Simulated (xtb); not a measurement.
GaCl, SMILES [Cl][Ga] (connectivity only; charge and spin as stated), neutral, multiplicity 1. All values are semi-empirical tight-binding results from xtb (GFN2-xTB unless named), good for trends rather than for accurate numbers. Geometry: GFN2-xTB.

Optimised geometry:

```xyz
2

Ga     0.0000     0.0000    -0.7683
Cl     0.0000     0.0000     1.4010
```
Charge 0, spin multiplicity 1.

For metal compounds this method's bond lengths and energies can be far off.

Computed properties:
```yaml
point_group_as_xtb_finds_it: C∞v
orbital_gap: 5.40 eV
```

Computed atomic charges and the Wiberg bond orders between heavy atoms:
charges (e) Ga1 0.31, Cl2 -0.31. Bond orders Ga1–Cl2 1.25.
